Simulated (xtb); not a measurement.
CH₆ClFSi₃, SMILES F[Si@]1(Cl)C[SiH2][SiH2]1. All values are semi-empirical tight-binding results from xtb (GFN2-xTB unless named), good for trends rather than for accurate numbers. Coordinates come from a GFN2-xTB optimisation. The structure was generated by enumeration; whether it is a known compound was not checked.

```yaml
orbital_gap: 3.65 eV
dipole_moment: 2.46 D
zero_point_energy: 39.7 kcal/mol
G − E(el) at 298.15 K (modified RRHO): 17.7 kcal/mol
static polarisability (D4 model): 105.3 bohr³
solvation energy, GFN2-xTB/ALPB(water): -1.4 kcal/mol
solvation energy, GFN2-xTB/ALPB(dmf): -4.9 kcal/mol
```
